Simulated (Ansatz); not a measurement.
`[F][SnH2][I]`, relaxed with RKS PBE-D4/def2-SVP in Ansatz 0.2.0 from a rough embedded geometry. The force threshold is 0.03 eV/Å; the program also tests the step.

The species carries charge 0 and has multiplicity 1. Sn, I: def2 effective core potential.

Start:

```xyz
5

F     0.989    0.573    1.612
Sn    0.060    0.192   -0.040
I    -0.995   -2.291    0.167
H    -1.215    1.277   -0.337
H     1.160    0.248   -1.402
```

(1) How much energy does the relaxation release, and in how many steps? (An estimate is asked.)

(2) Which bonds change most? (Best estimate.)

(3) Give the relaxed structure. (An estimate is asked.)

Results:

(1) Ansatz gave: 0.08 eV, in 3 steps.

(2) Computed: Sn2–H5 from 1.752 to 1.724 Å; F1–Sn2 from 1.933 to 1.959 Å; Sn2–H4 from 1.700 to 1.723 Å; Sn2–I3 from 2.706 to 2.702 Å.

(3) The calculation gave: 
```xyz
5

F     0.969    0.610    1.545
Sn    0.030    0.185   -0.122
I    -0.982   -2.305    0.154
H    -1.259    1.324   -0.229
H     1.242    0.185   -1.348
```
